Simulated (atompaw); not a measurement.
An all-electron radial function and its pseudo partner (nitrogen)

Columns: radius, all-electron u(r) and pseudo u(r) of the 2s shell (level -32.31 eV) of nitrogen in the configuration [He] 2s2 2p2; PBEsol, scalar-relativistic, PAW (atompaw) scheme, atompaw 4.2.0.5.

```
r (bohr)  all-electron  pseudo
   0.083       -0.3836  0.1139
   0.165       -0.3714  0.2242
   0.248       -0.1940  0.3317
   0.331        0.0353  0.4329
   0.413        0.2589  0.5251
   0.496        0.4575  0.6088
   0.579        0.6196  0.6818
   0.662        0.7436  0.7429
   0.744        0.8308  0.7912
   0.827        0.8878  0.8275
   0.910        0.9182  0.8512
   0.992        0.9270  0.8627
   1.075        0.9188  0.8629
   1.158        0.8975  0.8526
   1.240        0.8668  0.8332
   1.323        0.8288  0.8058
   1.406        0.7861  0.7717
   1.488        0.7411  0.7332
   1.571        0.6942  0.6907
   1.654        0.6470  0.6461
   1.737        0.6004  0.6007
   1.819        0.5555  0.5561
   1.902        0.5119  0.5123
   1.985        0.4702  0.4704
   2.067        0.4313  0.4313
   2.150        0.3942  0.3942
```

Problem. How many radial nodes do the two functions have?

Solution. The all-electron 2s function has n − l − 1 = 1; the pseudo-wave has 0, since the states of the same l below it are removed with the core.

Problem. Is the pseudo-wave norm-conserving?

Solution. No, it belongs to a PAW set: the norm inside the radius is not constrained, and the difference is carried by the augmentation charge.
